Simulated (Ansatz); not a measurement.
One change: `[SiH3]C[O][SbH2]` becomes `C=NC[O][SbH2]`.

Ansatz, PBE0-D4/def2-TZVP geometries, multiplicity 1. Each molecule was computed in one conformer, which needn't be the lowest.

Elements past krypton have def2 core potentials.

```
                                      property  `[SiH3]C[O][SbH2]`
          HOMO–LUMO gap (PBE0/def2-TZVPP) / eV                5.95
           HOMO energy (B3LYP/def2-TZVPP) / eV               -6.95
         HOMO energy (ωB97M-V/def2-TZVPP) / eV               -9.39
            LUMO energy (PBE0/def2-TZVPP) / eV               -1.22
size of the dipole moment (PBE/def2-TZVPP) / D                1.39
             LUMO energy (PBE/def2-TZVPP) / eV               -2.03
```

Problem. What does the change do to each property? (Estimate.)

Solution. Computed: 
```
                                      property  `C=NC[O][SbH2]`  shift
          HOMO–LUMO gap (PBE0/def2-TZVPP) / eV             6.08   0.13
           HOMO energy (B3LYP/def2-TZVPP) / eV            -7.13  -0.18
         HOMO energy (ωB97M-V/def2-TZVPP) / eV            -9.68  -0.29
            LUMO energy (PBE0/def2-TZVPP) / eV            -1.28  -0.06
size of the dipole moment (PBE/def2-TZVPP) / D             1.72   0.33
             LUMO energy (PBE/def2-TZVPP) / eV            -2.08  -0.05
```

With PBE0 the HOMO falls by 0.19 eV and the LUMO falls by 0.06 eV, so the gap widens by about 0.13 eV. PBE moves the HOMO by -0.08 eV and ωB97M-V by -0.29 eV. Dipoles are sizes alone; their direction can turn.

B3LYP here is the variant with VWN-RPA as its local correlation; programs differ in this.

Spin–orbit coupling is left out; it splits and shifts lone-pair levels of the heavy atoms by tenths of an eV.
